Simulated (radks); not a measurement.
Results of a calculation; reference values are marked as such.
Ionisation ladder of silver, from Ag to Ag21+. Each ion is in the ground configuration listed by NIST, and IE = E(next ion) - E(this ion). Level of theory: non-relativistic Kohn-Sham, LDA (Slater exchange, Perdew-Wang correlation), spin-unpolarised, spherical densities, point nucleus; relativity is left out, which matters for an element this heavy (a radial shooting solver on a logarithmic mesh with Libxc functionals).

| species | configuration | IE, Delta-SCF (eV) | -e(HOMO) (eV) | HOMO | <r> HOMO (bohr) | IE, NIST (eV) | kind | error (eV) |
|---|---|---|---|---|---|---|---|---|
| Ag | [Kr] 4d10 5s1 | 7.497 | 4.284 | 5s | 3.27 | 7.576 | exp. | -0.079 |
| Ag+ | [Kr] 4d10 | 22.695 | 16.151 | 4d | 1.38 | 21.484 | exp. | +1.211 |
| Ag2+ | [Kr] 4d9 | 36.896 | 29.533 | 4d | 1.30 | 34.8 | semi-emp. | +2.096 |
| Ag3+ | [Kr] 4d8 | 52.526 | 44.494 | 4d | 1.24 | 49 | theory | +3.526 |
| Ag4+ | [Kr] 4d7 | 69.368 | 60.759 | 4d | 1.19 | 65 | theory | +4.368 |
| Ag5+ | [Kr] 4d6 | 87.276 | 78.154 | 4d | 1.15 | 82 | theory | +5.276 |
| Ag6+ | [Kr] 4d5 | 106.15 | 96.559 | 4d | 1.11 | 106 | theory | +0.2 |
| Ag7+ | [Kr] 4d4 | 125.92 | 115.89 | 4d | 1.08 | 125 | theory | +0.9 |
| Ag8+ | [Kr] 4d3 | 146.52 | 136.08 | 4d | 1.05 | 145 | theory | +1.4 |
| Ag9+ | [Kr] 4d2 | 167.90 | 157.08 | 4d | 1.02 | 167 | theory | +0.9 |
| Ag10+ | [Kr] 4d1 | 190.04 | 178.85 | 4d | 0.999 | 188 | theory | +2.0 |
| Ag11+ | [Kr] | 271.73 | 259.36 | 4p | 0.902 | 271.5 | semi-emp. | +0.3 |
| Ag12+ | [Ar] 3d10 4s2 4p5 | 296.78 | 284.17 | 4p | 0.889 | 294 | theory | +2.8 |
| Ag13+ | [Ar] 3d10 4s2 4p4 | 322.30 | 309.46 | 4p | 0.876 | 321 | theory | +1.3 |
| Ag14+ | [Ar] 3d10 4s2 4p3 | 348.25 | 335.21 | 4p | 0.864 | 347 | theory | +1.2 |
| Ag15+ | [Ar] 3d10 4s2 4p2 | 374.57 | 361.35 | 4p | 0.852 | 381 | theory | -6.4 |
| Ag16+ | [Ar] 3d10 4s2 4p1 | 401.18 | 387.83 | 4p | 0.841 | 408.4 | semi-emp. | -7.3 |
| Ag17+ | [Ar] 3d10 4s2 | 464.14 | 450.49 | 4s | 0.812 | 469 | theory | -4.9 |
| Ag18+ | [Ar] 3d10 4s1 | 490.96 | 477.73 | 4s | 0.803 | 500.9 | semi-emp. | -9.9 |
| Ag19+ | [Ar] 3d10 | 891.19 | 859.18 | 3d | 0.336 | 885 | theory | +6.2 |
| Ag20+ | [Ar] 3d9 | 956.29 | 923.47 | 3d | 0.330 | 946 | theory | +10.3 |
| Ag21+ | [Ar] 3d8 | 1023.0 | 989.37 | 3d | 0.325 | 1013 | theory | +10.0 |

Reference values: NIST Atomic Spectra Database (exp. = measured, semi-emp. = semi-empirical, theory = theoretical value adopted there). The ionisation energy per charge of the ion left behind rises most, in proportion, at Ag19+ ([Ar] 3d10), from 25.840 to 44.560 eV. Against the entries that are not theoretical the mean signed error is +1.2 % and the largest +6.0 %. Relativity is left out here, which matters for elements this heavy. Spin polarisation and multiplet splitting are left out, so open shells lie too high by an amount that depends on their filling.

Beside tabulated values, note that spin-unpolarised runs miss the spin-polarisation part of the exchange energy of open shells.
